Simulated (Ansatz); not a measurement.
Input file for ClH5OSSi2, SMILES `O[SiH2][SiH](S)Cl`:

```yaml
crystal:
  periodic: [false, false, false]
  atoms:
    - {symbol: O, position_ang: [1.153080, 0.906609, -1.344636]}
    - {symbol: Si, position_ang: [1.017649, -0.546080, -0.568509]}
    - {symbol: Si, position_ang: [-0.706695, -0.315531, 1.000156]}
    - {symbol: S, position_ang: [-2.573077, 0.027763, 0.039836]}
    - {symbol: Cl, position_ang: [-0.110698, 1.317026, 2.142276]}
    - {symbol: H, position_ang: [1.339103, 1.670188, -0.793878]}
    - {symbol: H, position_ang: [2.278116, -0.934875, 0.124701]}
    - {symbol: H, position_ang: [0.687199, -1.544584, -1.612649]}
    - {symbol: H, position_ang: [-0.958194, -1.433995, 1.939781]}
    - {symbol: H, position_ang: [-2.043585, 0.802277, -0.924079]}
basis:
  gaussian: {orbitals: def2-TZVPP}
correlation: {method: ccsd_t}
```

```sh
$ ansatz run in.yaml --threads 4 --pin off --events-out ev --progress --plain --max-ram 10444MiB
```

Log, shortened:

```
Functional definition: HF
1563 factors; integrals over basis functions are off by at most 7.0e-4 eV
mean field evaluation 1: about -41163.7353 eV, gradient 3.8e1 eV
mean field evaluation 2: about -41164.0998 eV, gradient 3.9e1 eV
mean field evaluation 4: about -41167.6116 eV, gradient 3.7e0 eV
mean field evaluation 8: about -41167.6901 eV, gradient 3.2e-1 eV
mean field -41167.69058726 eV, -1512.8847246190 hartree, gradient 7.5e-6 eV, S^2 0.000000; 0 other end points of the search recorded, 0 dependent functions left out
21 core orbitals not correlated: weight in the atoms' cores, before any rotation towards them, 1.000 or more for the frozen orbitals, at most 0.000 for the correlated occupied ones
reference -41167.69058726 eV, -1512.8847246190 hartree; 16, 16 occupied and 232, 232 virtual orbitals, 1563 factors
second order -23.10184158 eV of doubles, -0.00000000 eV of singles
cycle   1  -24.10862164 eV  change    -1.0e0 eV  update   1.1e-1
cycle   2  -24.70361421 eV  change   -5.9e-1 eV  update   3.1e-2
cycle   3  -24.82122706 eV  change   -1.2e-1 eV  update   1.6e-2
cycle   4  -24.81020537 eV  change    1.1e-2 eV  update   3.6e-3
cycle   5  -24.80782238 eV  change    2.4e-3 eV  update   1.6e-3
cycle   6  -24.80806047 eV  change   -2.4e-4 eV  update   5.0e-4
cycle   7  -24.80781248 eV  change    2.5e-4 eV  update   1.9e-4
cycle   8  -24.80779039 eV  change    2.2e-5 eV  update   6.7e-5
cycle   9  -24.80782408 eV  change   -3.4e-5 eV  update   2.8e-5
perturbative correction -1.01680484 eV, -0.0373668886 hartree
Total energy: -41193.51521619 eV, -1513.8337622274 hartree
```

Run time 110 s (4 threads of an Intel Xeon Platinum 8259CL on a shared host); peak host memory 6.2 GiB.

The correlation energy is -25.825 eV, 3.9 % of it from (T); the T1 diagnostic reads 0.0116.
